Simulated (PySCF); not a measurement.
**Polarisability and C₆ of Hf(2+) (hafnium, charge +2)**

[Xe] 4f14 5d2, high-spin 3F determinant. All numbers are calculated (PySCF 2.14, a scalar-relativistic core potential, in aug-cc-pVTZ-PP with one added diffuse shell each of s, p, d, f, g type with ECP60MDF (7s7p6d4f3g, 113 functions)). Coupled (time-dependent) response in atomic units; α is the mean over directions.

```tsv
method	mean α (bohr³)	α xx, yy, zz	C₆ (like pair)	S(−4)
UHF	14.10	14.10, 14.10, 14.10	69.81	157.9
PBE	20.96	16.55, 16.55, 29.78	113.7	316.0
```

S(−4) is the Cauchy moment in α(ω) = α(0) + S(−4) ω² + …

Spin-orbit coupling is absent.

α(iu) at UHF:

```
u (hartree)  α(iu) (bohr³)
          0          14.10
     0.0500          13.72
      0.100          12.77
      0.200          10.50
      0.300          8.674
      0.500          6.364
      0.750          4.697
       1.00          3.644
       1.50          2.379
       2.00          1.657
       3.00         0.9129
       5.00         0.3823
```

A single London oscillator, α(iu) = α/(1 + u²/ω²), gives C₆ = (3/4) ω α². Matching the computed C₆ needs ω = 4 × 69.81 / (3 × 14.10²) = 0.468 hartree.

For an ion, C₆ is the dispersion term alone; charge-induced terms of lower order in 1/R come first.

The components differ because the open shell of this determinant is not spherical; for a pure term their mean is the scalar polarisability.

Energies and moments cover only the electrons outside the core potential. Spin-orbit coupling, absent here, splits the open shell strongly.
